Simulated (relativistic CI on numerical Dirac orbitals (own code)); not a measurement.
Method of calculation: Dirac-Coulomb-Breit CI, separate exchange-only KLI orbitals for each configuration, QED by a radiative potential, unscaled Slater integrals (own radial code, finite nucleus).

The strongest absorption lines from the ground level of an ion, among the configurations computed and to levels below about 1600 eV (vacuum wavelength in Å, gf): 8.6071 (0.45), 8.8255 (0.59), 8.8457 (0.98), 8.8689 (1.8), 8.8804 (3.7), 8.9076 (0.69), 9.0650 (1.9), 9.1151 (0.47).

**Question.** Which ion is it?
A. Co XX
B. As XXVI
C. Ga XXII
D. Ga XXIV

**Answer.** D. Ga XXIV has 8 electrons and the ground level 2s2 2p4 3P_2; the strongest line goes to 2s2 2p3 3d 3D°_3. The pattern of lines fixes the number of electrons, and along that sequence the line energies rise steadily with the charge (about as its square where n changes within one kind of shell, about linearly where n is kept but much faster in heavy ions where fine structure, which grows about as Z⁴, sets the gap, and irregularly where shells cross), which fixes Z. Configurations outside the model, such as inner-shell arrays, can give stronger lines. At this charge energies of transitions that change n are usually good to better than 1 %, and those within a shell (Δn = 0) to a few per cent.

LS names give the leading component of a level, which can be under half, so a name can repeat, a term be missing and a line seem to break the LS rules.
